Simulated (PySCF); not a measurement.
C6H13NSi, SMILES C(C(C)(C)C)[SiH2]C#N (GFN2-xTB optimised geometry):

```
21

C     -0.654    -2.448    -1.222
C     -0.143    -1.685     0.000
C      1.386    -1.685     0.000
C     -0.641    -2.388     1.268
C     -0.682    -0.246     0.000
Si    -0.171     0.883    -1.442
C     -1.054     2.498    -1.116
N     -1.595     3.488    -0.916
H     -0.337    -3.488    -1.178
H     -0.266    -2.015    -2.142
H     -1.741    -2.424    -1.263
H      1.765    -2.698     0.116
H      1.775    -1.283    -0.933
H      1.770    -1.082     0.821
H     -1.729    -2.396     1.302
H     -0.292    -3.418     1.297
H     -0.275    -1.880     2.158
H     -1.775    -0.289     0.033
H     -0.374     0.235     0.934
H     -0.645     0.438    -2.756
H      1.257     1.215    -1.463
```

Computed with PBE0/def2-SVP (PySCF).

### Question
What are the frontier orbital energies and the dipole moment?

### Answer
HOMO-2 -9.46 eV, HOMO-1 -9.40 eV, HOMO -8.78 eV, LUMO 0.00 eV, LUMO+1 0.14 eV; dipole moment 4.32 D.

Meta-Löwdin charges at PBE0/def2-SVP: C1 -0.30, C2 0.08, C3 -0.30, C4 -0.30, C5 -0.40, Si6 0.60, C7 -0.14, N8 -0.17, H9 0.10, H10 0.09, H11 0.10, H12 0.10, H13 0.09, H14 0.10, H15 0.10, H16 0.10, H17 0.10, H18 0.11, H19 0.11, H20 -0.08, H21 -0.08.
